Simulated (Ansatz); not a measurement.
Born–Oppenheimer molecular dynamics of CH$_{9}$B$_{2}$NOSi (15 atoms, charge 0, multiplicity 1). It starts from a relaxed structure.

These are results of Ansatz 0.2.0, UKS PBE/STO-3G, not measurements.

- ensemble: NVT, Nosé–Hoover chain
- time step: 0.5 fs
- steps asked: 181
- set temperature: 500 K
- thermostat: time constant 100 fs, chain length 3 (defaults)
- seed: 339345

First frame:

```xyz
15
Properties=species:S:1:pos:R:3
B 0.131 -1.991 0.884
O 0.588 -1.368 -0.231
C 0.420 0.135 -0.397
B 1.059 1.057 0.660
N 0.617 0.483 -1.854
Si -1.402 0.760 0.073
H 0.343 -3.151 0.933
H -0.455 -1.433 1.745
H 1.208 2.199 0.405
H 1.287 0.649 1.742
H 1.632 0.210 -2.054
H 0.085 -0.278 -2.389
H -2.276 -0.396 -0.076
H -1.491 1.253 1.442
H -1.768 1.819 -0.853
```

Task: How far do the bonds stretch over the last three quarters of this one trajectory? (Pairs bonded in most of those frames.)

Result: 
```tsv
bond	mean (Å)	spread (Å)	shortest	longest
B1–O2	1.353	0.010	1.33	1.37
B1–H7	1.184	0.023	1.14	1.23
B1–H8	1.185	0.026	1.14	1.23
O2–C3	1.509	0.029	1.46	1.55
C3–B4	1.546	0.041	1.45	1.61
C3–N5	1.520	0.052	1.44	1.62
C3–Si6	2.001	0.024	1.94	2.04
B4–H9	1.181	0.021	1.15	1.22
B4–H10	1.182	0.012	1.16	1.20
N5–H11	1.074	0.013	1.05	1.10
N5–H12	1.074	0.010	1.05	1.09
Si6–H13	1.459	0.036	1.41	1.51
Si6–H14	1.472	0.060	1.38	1.56
Si6–H15	1.458	0.044	1.39	1.52
```

Mean temperature of the second half: 287 K. The conserved energy stayed within 0.31 meV per atom of its start (net change 0.18 meV per atom), so the integration is sound. The mean temperature of the second half is 43 % below the set value. A run of 0.09 ps of so small a system gives no equilibrium averages. Limits of this set-up: minimal basis.

Time of the run: 14 min on 1 thread of Arm Neoverse V2 (shared host), peak memory 0.12 GiB.
